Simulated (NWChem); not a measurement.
A series in which one site is exchanged, each optimised at PBE0/def2-SVP with NWChem, gas phase unless a solvent is named. All stand in one matching conformer (torsions within 35°), which need not be the lowest. 

A: [SiH3][O][Zn][NH2] (ZnSiNH$_{5}$O; site = Zn)
B: [NH2][Be][O][SiH3] (BeSiNH$_{5}$O; site = Be)
C: [NH2][Mg][O][SiH3] (MgSiNH$_{5}$O; site = Mg)

Problem. Rank them by orbital gap (eV), PBE0/def2-SVP, lowest first.

Solution. C (5.31), A (6.18), B (7.14)
